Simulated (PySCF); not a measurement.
# Computed records: CH6BNSi

Computed with PySCF 2.14.0. Calculation on a computer-drawn molecule: the log of a Hartree-Fock and frozen-core CCSD(T) single point meant for a local Hartree-Fock minimum, with one planted fault or none, to be diagnosed. Offsets are logged minus clean, where the clean run is the same molecule without the fault. The reference is restricted for singlets and unrestricted otherwise, and also for a bond in bohr or an excited solution. Adding or removing an electron swaps singlet and doublet. The excited solution moves the top pair (singlet) or top alpha electron (doublet) to the lowest empty orbital. Highest occupied and lowest empty are orbital energies over both spins, largest force is the largest gradient component, triples share is (T) over the correlation energy, the T1 limit is 0.02 restricted and 0.045 unrestricted, electrons count all cores, a negative frequency is imaginary (commonest isotopes), and the dipole is about the centre of nuclear charge.

```json
{"formula": "CH6BNSi", "logged_structure": {"atoms_angstrom": [["N", -2.8955, 0.5227, -2.3454], ["C", -2.1345, 0.7835, -1.192], ["B", -0.9328, 0.2901, -0.6706], ["Si", 0.7794, -0.2123, 0.2213], ["H", -3.8805, 0.5166, -2.1517], ["H", -2.6541, -0.3473, -2.7818], ["H", -2.5257, 1.6058, -0.5881], ["H", 1.9594, 0.0144, -0.6457], ["H", 0.7888, -1.6325, 0.6445], ["H", 0.8928, 0.6494, 1.4238]]}, "given": {"meant_charge": 0, "meant_multiplicity": 1, "meant_basis": "cc-pV(D+d)Z", "logged_electrons": 38, "logged_basis_functions": 95, "logged_SCF_converged": "yes", "logged_spin_squared": 0.0, "logged_highest_occupied [eV]": -7.6262, "logged_lowest_empty [eV]": 1.7993, "logged_largest_force [hartree/bohr]": 8.3843e-06, "logged_lowest_frequency [cm^-1]": 56.295, "logged_T1_diagnostic": 0.013822, "logged_D1_diagnostic": 0.036956, "logged_triples_share": 0.03126, "logged_CC_converged": "yes", "logged_dipole_magnitude [debye]": 1.442, "logged_SCF_stable_within_its_kind": "yes", "logged_energy_HF [hartree]": -409.35419, "logged_energy_CCSD(T) [hartree]": -409.90412, "possible_faults": "no fault, one electron removed, one electron added, multiplicity raised by two, geometry at a saddle point, SCF held on an excited solution, minimal basis STO-3G, one bond length entered in bohr, all coordinates scaled", "drawn_bonds_atom": [1, 2, 3, 1, 1, 2, 4, 4, 4], "drawn_bonds_other_atom": [2, 3, 4, 5, 6, 7, 8, 9, 10], "drawn_bonds_order": [1, 2, 1, 1, 1, 1, 1, 1, 1]}, "results": {"planted_fault": "no fault", "HF_energy_offset_from_clean_run [kcal/mol]": 0.0, "CCSD(T)_energy_offset_from_clean_run [kcal/mol]": 0.0}}
```
